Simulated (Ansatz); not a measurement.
Geometry optimisation, Ansatz 0.2.0, RKS B3LYP/def2-SVP.

input.yaml

```yaml
crystal:
  periodic: [false, false, false]
  atoms:
    - { symbol: C, position_ang: [-0.6574, 1.6253, 0.3704] }
    - { symbol: Si, position_ang: [-0.9865, 0.7169, -1.1974] }
    - { symbol: S, position_ang: [-0.8963, -1.383, -0.7814] }
    - { symbol: C, position_ang: [0.9124, -1.6184, -0.2181] }
    - { symbol: H, position_ang: [-1.4173, 1.375, 1.1193] }
    - { symbol: H, position_ang: [0.3015, 1.5241, 0.7527] }
    - { symbol: H, position_ang: [-0.7954, 2.7471, 0.1909] }
    - { symbol: H, position_ang: [1.0741, -1.0403, 0.6899] }
    - { symbol: H, position_ang: [1.5495, -1.3105, -0.9501] }
    - { symbol: H, position_ang: [0.9986, -2.6876, 0.0268] }
basis:
  gaussian: { orbitals: def2-SVP }
hamiltonian:
  xc: b3lyp
relax:
  f_tol: 0.02
  max_steps: 50
```

Command:

```bash
$ ansatz run input.yaml --threads 2 --pin off --max-ram 3072MiB --backend cpu --events-out ev --progress --plain --runs-dir out
```

**Question.** Where does it end, and by what steps?

**Answer.** It converged. After 13 steps the energy has fallen by 0.922 eV; H5 moved furthest, 0.92 Å.

```tsv
step	energy less start (eV)	largest force component (eV/Å)	accepted
0	0.0000	3.117	yes
1	-0.4811	1.246	yes
2	-0.6665	0.904	yes
3	-0.7742	0.689	yes
4	-0.8561	0.654	yes
5	-0.8769	0.548	yes
6	-0.9115	0.206	yes
7	-0.9157	0.081	yes
8	-0.9169	0.183	yes
9	-0.9199	0.029	yes
10	-0.9208	0.054	yes
11	-0.9212	0.025	yes
12	-0.9214	0.023	yes
13	-0.9215	0.012	yes
```

```xyz
10
Properties=species:S:1:pos:R:3
C -0.489 1.527 0.217
Si -1.552 0.671 -1.141
S -0.690 -1.299 -1.213
C 0.696 -1.478 -0.016
H -0.574 1.011 1.191
H 0.584 1.546 -0.046
H -0.822 2.568 0.356
H 0.349 -1.321 1.015
H 1.506 -0.772 -0.243
H 1.075 -2.505 -0.116
```

The run took 23 s on 2 threads of Intel(R) Xeon(R) Platinum 8488C (Sapphire Rapids) (shared host), peak memory 0.21 GiB.
